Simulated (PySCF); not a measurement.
# Cost of excited-state runs on SMILES C12=CC=CC1=CC(C=O)=C2, C₉H₆O

Molfile (atoms numbered from 1):
```
C9H6O
     RDKit          3D

 16 17  0  0  0  0  0  0  0  0999 V2000
    3.4749   -0.7797    1.4899 O   0  0  0  0  0  0  0  0  0  0  0  0
    2.9874   -0.0766    0.6337 C   0  0  0  0  0  0  0  0  0  0  0  0
    1.5832   -0.0071    0.3012 C   0  0  0  0  0  0  0  0  0  0  0  0
    1.0049    0.7731   -0.6601 C   0  0  0  0  0  0  0  0  0  0  0  0
   -0.4131    0.5081   -0.6324 C   0  0  0  0  0  0  0  0  0  0  0  0
   -1.6057    0.8249   -1.1989 C   0  0  0  0  0  0  0  0  0  0  0  0
   -2.6389    0.0374   -0.5298 C   0  0  0  0  0  0  0  0  0  0  0  0
   -2.0836   -0.7404    0.4252 C   0  0  0  0  0  0  0  0  0  0  0  0
   -0.6494   -0.4819    0.4079 C   0  0  0  0  0  0  0  0  0  0  0  0
    0.5288   -0.8021    0.9780 C   0  0  0  0  0  0  0  0  0  0  0  0
    3.6211    0.5939    0.0172 H   0  0  0  0  0  0  0  0  0  0  0  0
    1.5060    1.4584   -1.3188 H   0  0  0  0  0  0  0  0  0  0  0  0
   -1.8032    1.5220   -1.9946 H   0  0  0  0  0  0  0  0  0  0  0  0
   -3.6807    0.0943   -0.7872 H   0  0  0  0  0  0  0  0  0  0  0  0
   -2.5847   -1.4252    1.0826 H   0  0  0  0  0  0  0  0  0  0  0  0
    0.7453   -1.4902    1.7745 H   0  0  0  0  0  0  0  0  0  0  0  0
  1  2  2  0
  2  3  1  0
  3  4  2  0
  4  5  1  0
  5  6  2  0
  6  7  1  0
  7  8  2  0
  8  9  1  0
  9 10  2  0
 10  3  1  0
  9  5  1  0
  2 11  1  0
  4 12  1  0
  6 13  1  0
  7 14  1  0
  8 15  1  0
 10 16  1  0
M  END
```

PySCF with density fitting, on 1 thread of an Arm Neoverse V1, shared host. Command: `OMP_NUM_THREADS=1 python excited_run.py task.json out`

Task: How long does this run take, and how much memory?
- vibronic structure, BHandHLYP/def2-SVP; full response

Result: 
| run | level | basis functions | wall time | peak memory (GiB) |
| --- | --- | --- | --- | --- |
| vibronic structure | BHandHLYP/def2-SVP | 170 | 48 s | 0.92 |

Times from a shared host are rough.
